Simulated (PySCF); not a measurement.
**Löwdin shares of the frontier orbitals**

AlEt2(vinyl), C6H13Al.
Z-matrix (Å and degrees, PBE0-D3(BJ)/def2-SVP geometry), rows numbered from 1:
```
Al
C   1  1.9734
C   2  1.5339  1  114.66
H   2  1.1049  1  109.07  3  -123.57
H   2  1.1066  1  108.54  3   122.49
H   3  1.1031  2  112.43  1   178.07
H   3  1.1030  2  111.94  1   -61.97
H   3  1.1026  2  111.96  1    57.62
C   1  1.9690  2  122.00  3   112.51
C   9  1.5288  1  116.55  2  -179.68
H   9  1.1074  1  107.75  2    55.74
H   9  1.1076  1  107.25  2   -55.46
H  10  1.1031  9  112.71  1  -179.99
H  10  1.1024  9  111.76  1   -59.59
H  10  1.1024  9  111.81  1    59.60
C   1  1.9565  2  117.54  3   -66.80
C  16  1.3443  1  121.26  2    -7.10
H  16  1.1003  1  122.92  2   174.17
H  17  1.0983 16  121.89  1     0.93
H  17  1.0986 16  123.14  1  -178.94
```

Level of theory: TDDFT CAM-B3LYP/def2-SVPD, vertical, gas phase, core orbitals frozen in the response in PySCF 2.14.0, density-fitted response routines.

Kohn–Sham orbitals with the atoms that hold most of them (Löwdin shares over 4%, at most four atoms; ? is withheld):

| orbital | ε (eV) | atoms |
| --- | --- | --- |
| LUMO+2 | 1.54 | C3 16%, Al1 9%, C16 9%, C17 8% |
| LUMO+1 | 0.58 | Al1 57%, C9 4% |
| LUMO | ? | Al1 34%, C17 20%, C16 18%, C9 7% |
| HOMO | -8.40 | ? |
| HOMO-1 | -8.77 | ? |
| HOMO-2 | -9.16 | C16 41%, C17 40%, Al1 5%, H18 4% |
| HOMO-3 | -10.78 | C16 14%, C2 10%, C9 10%, C17 9% |

(1) Which atoms hold the HOMO, and with what shares?

(2) Which atoms hold the HOMO-1, and with what shares?

(3) What is the LUMO energy, and the HOMO–LUMO gap?

Answers

(1) C2 (bonded to Al, C and 2 H) 24%; C9 (bonded to Al, C and 2 H) 24%; Al1 (bonded to 3 C) 17%; C10 (bonded to C and 3 H) 8%. By element: carbon 56% or more, aluminium 17%.

(2) C16 (bonded to Al, C and H) 26%; Al1 (bonded to 3 C) 16%; C9 (bonded to Al, C and 2 H) 12%; C2 (bonded to Al, C and 2 H) 12%. By element: carbon 50% or more, aluminium 16%.

(3) ε(LUMO) = -0.13 eV; the gap is 8.27 eV (0.3037 hartree).

Task: How does S1 compare with the orbital gap of 8.27 eV?

Result: S1 is at 4.96 eV (f = 0.0005), 3.31 eV below the gap, made of HOMO→LUMO (68%), HOMO-1→LUMO (27%). Without the coupling terms of the response equations the lowest excitation would equal the gap.

Task: Give energy, strength and leading configuration of S5 and S7, and follow the Löwdin shares of the leading atoms from the occupied to the empty orbital.

Result: 
- S5 (6.65 eV, f 0.027), HOMO-1→LUMO+1 (83%): C16 26% → at most 4%, Al1 16% → 57%, C9 12% → 4%
- S7 (7.16 eV, f 0.064), HOMO-2→LUMO+1 (82%): C16 41% → at most 4%, C17 40% → at most 4%, Al1 5% → 57%, C9 at most 5% → 4%

Löwdin shares depend on the basis, the more so with diffuse functions.

One conformer stands for the species.
